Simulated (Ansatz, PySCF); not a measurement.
Molecule: C₂N (charge 0, doublet). It need not be the lowest isomer of its formula. 
Coordinates optimised at B3LYP-D3(BJ)/def2-TZVP (Ansatz, a first-principles code):
```xyz
3

C      0.0000     0.0000    -1.2396
N      0.0000     0.0000     0.0000
C      0.0000     0.0000     1.2396
```
Charge 0, spin multiplicity 2.

Total electronic energies in hartree. Correlated levels leave the core frozen unless marked. UHF or UKS for open shells. No spin-orbit coupling. Non-relativistic. CBS(X,Y): correlation extrapolated as X^-3; Hartree-Fock from the larger set. The bracket is a focal-point correction in the basis named.

The UHF reference is spin-contaminated (<S^2> 0.12 over the pure value in the largest basis). 

| level | program | energy (Eh) |
|---|---|---|
| PBE0-D4/def2-TZVP | Ansatz + dftd4 | -130.64056 |
| PW6B95-D4/def2-TZVPD | PySCF + dftd4 | -130.96843 |
| B2GP-PLYP/def2-TZVPD | Ansatz | -130.66649 |
| PBE-QIDH/def2-TZVPD | Ansatz | -130.60773 |
| SCS-MP2/aug-cc-pVDZ | Ansatz | -130.37120 |
| CCSD(T)/aug-cc-pVDZ | Ansatz | -130.43522 |
| CCSDT/cc-pVDZ | Ansatz | -130.41772 |
| RI-MP2/CBS(cc-pVTZ,cc-pVQZ)+[CCSD(T)-MP2]/cc-pVDZ | Ansatz | -130.5805 |
| CCSD(T)/CBS(cc-pVTZ,cc-pVQZ) | Ansatz | -130.5778 |

Totals of different functionals don't rank their quality; only differences between species are comparable.
